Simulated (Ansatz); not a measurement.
CH4ClFSeSi can be A, `C[Si](F)(Cl)[SeH]`, or B, `C[Se][SiH](F)Cl`.

Computed with Ansatz on PBE0-D4/def2-TZVP structures; ΔE is electronic, products minus reactants. CCSD(T)/CBS is the MP2 limit (def2-TZVPP, def2-QZVPP) plus CCSD(T) − MP2 in def2-TZVPP, frozen cores. DFT in def2-TZVPP. B3LYP here is the variant with VWN-RPA as its local correlation; programs differ in this. For Se outer-core shells are correlated without core-valence functions, which leaves a few kJ/mol of doubt a bond. Scalar relativity is left out up to krypton. One conformer a species, not always the lowest.

A:

```xyz
9

C    -0.305   -0.757    0.888
Si   -0.307    0.530   -0.433
F    -1.083   -0.060   -1.693
Cl   -1.311    2.203    0.174
Se    1.741    1.258   -1.051
H    -1.331   -1.051    1.123
H     0.243   -1.641    0.555
H     0.170   -0.372    1.791
H     2.183   -0.112   -1.353
```

B:

```xyz
9

C     0.360   -1.453   -0.560
Se    1.345   -0.215    0.598
Si   -0.279    1.330    0.664
F     0.276    2.552    1.513
Cl   -0.775    2.005   -1.200
H     0.995   -2.331   -0.663
H    -0.583   -1.741   -0.100
H     0.194   -0.999   -1.534
H    -1.532    0.851    1.283
```

Which isomer does CCSD(T)/CBS put lower? Give the gap. (An estimate is asked.)

Computed: A, by 63.0 kJ/mol.

Give E(B) − E(A) in kJ/mol with ωB97M-V, CCSD(T)/def2-TZVPP, r2SCAN-D4, B3LYP, B2PLYP, BLYP-D4, B3LYP-D4. (Best estimate.)

The calculation gave: ωB97M-V 66.9, CCSD(T)/def2-TZVPP 62.3, r2SCAN-D4 67.1, B3LYP 61.2, B2PLYP 61.7, BLYP-D4 59.2, B3LYP-D4 62.0. None reverses the order clearly.

Does the order hold for the free energy at 298.15 K (harmonic terms from PBE0-D4)? (Estimate.)

Computed: Yes: G(B) − G(A) = +65.1 kJ/mol, for one conformer each. Modes under 60 cm⁻¹, often nearly free rotors, make the harmonic entropy too high.

Largest T1 diagnostic: 0.010.

From BLYP to BHLYP (50 % exact exchange), in def2-TZVPP and without D4, E(B) − E(A) moves by +5.2 kJ/mol. Leaving LDA and LC-ωPBE aside and taking each functional with its dispersion term where it has one, the values, not all of them listed here, spread over 10.6 kJ/mol, from BLYP-D4 to B97M-V. LDA lies +8.2 kJ/mol from PBE without D4.
